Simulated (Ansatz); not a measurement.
Energy needed to pull apart GaH$_{2}$Cl (SMILES [Cl][GaH2]), singlet, into free ground-state atoms, from the structure below (displaced at random from a GFN2-xTB minimum); no zero-point or spin–orbit terms; open-shell atoms are treated unrestricted, in their ground-state multiplicity.

```xyz
4
angstrom
Cl -1.6959 0.5055 -0.7567
Ga 0.1097 -0.0418 0.0453
H 0.6258 -1.5239 -0.0960
H 1.0008 1.0044 0.7992
```

Ansatz 0.2.0; basis: def2-TZVPP; cores frozen in the correlated methods. Filled d shells of the heavier atoms are correlated. The def2 sets are not built for correlating such inner shells, so the correlated values are less sure here.

```tsv
method	atomization energy (eV)
PBE-D4	9.39
revPBE-D4	9.18
r2SCAN-D4	9.67
PBE0-D4	9.43
r2SCANh-D4	?
wB97M-V	?
HF	7.26
MP2	9.55
CCSD	9.38
CCSD(T)	9.49
```

Problem. What does r2SCANh-D4 give? (An estimate is asked for; the value comes from the calculation.)

Solution. Computed: 9.63 eV, which is about 0.14 eV more than CCSD(T)/def2-TZVPP.

Problem. What does wB97M-V give? (Judge from chemistry; the value comes from the calculation.)

Solution. The calculation gives: 9.55 eV, which is about 0.06 eV more than CCSD(T)/def2-TZVPP.

In triple zeta the MP2 and coupled-cluster atomization energies are still short of their basis limit by a few kcal/mol a bond, whereas those of the functionals are nearly converged, so these differences are not deviations from converged CCSD(T).

The T1 diagnostic stays at or below 0.012.

For scale, one of the runs: CCSD(T)/def2-TZVPP forces, 118 basis functions, launched by `ansatz run in.yaml --threads 4 --pin off --events-out ev --progress --plain --max-ram 5222MiB`. Hardware: 4 CPU threads of an Intel Xeon Platinum 8259CL, shared host. Wall time 20 s; peak host memory 0.75 GiB.
